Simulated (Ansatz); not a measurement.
The cluster SnO₃H₂. Charge 0, multiplicity 1. Geometry PBE-D4/def2-SVP, basis def2-TZVP, Ansatz.

Cartesian coordinates in Å:
```
Sn -0.909 0.617 1.078
O -0.220 -1.295 1.143
O -0.643 0.704 -1.043
O 0.701 1.205 -0.619
H 1.258 0.411 -0.787
H -0.187 -1.642 0.227
```

```tsv
run	HOMO (eV)	LUMO (eV)
A	-6.01	-2.79
B	-7.29	-2.48
C	-6.38	-2.69
D	-7.70	-2.12
E	-5.92	-2.76
```

In the def2 sets Sn takes a core potential; there is no spin–orbit coupling. HSE06 is defined as in plane-wave codes, on full-range PBE exchange. The structure holds one bond between oxygen atoms, so isomers without such links may lie far lower. The structure comes from a short search, and lower isomers may exist.

Task: The runs used BLYP, HSE06, PBE, PBE0, r2SCAN. Estimate which is which.

Result: A PBE (0 % exact exchange); B HSE06 (range-separated); C r2SCAN (0 % exact exchange); D PBE0 (25 % exact exchange); E BLYP (0 % exact exchange). Exact exchange lowers occupied and raises empty levels; among semilocal functionals meta-GGAs tend to open the gap a little, and such runs are hard to tell apart. The gap grows from 3.17 eV (BLYP) to 5.58 eV (PBE0).
